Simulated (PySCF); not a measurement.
Method: PBE-D3(BJ)/def2-TZVP // M06-2X/def2-TZVP run with PySCF. Gas-phase values, no solvent. Excitations are Tamm–Dancoff values on a coarser integration grid. The basis has no diffuse functions, so Rydberg states are missing or too high.

Reference species (SMILES): `BN` (neutral, multiplicity 1).

```yaml
S1 oscillator strength: 0.000
LUMO: -0.75 eV
S1 excitation (TDA): 6.98 eV
HOMO: -7.32 eV
```

Changed species: `BO[SiH3]` (X = siloxy; the reference has X = amino).

### Question
Predict the effect on the S1 oscillator strength, LUMO, S1 excitation (TDA) and HOMO.

### Answer
the S1 oscillator strength hardly moves; the LUMO drops by 0.93 eV, to -1.68 eV; the S1 excitation (TDA) falls by 1.46 eV, to 5.52 eV; the HOMO rises by 0.29 eV, to -7.03 eV.
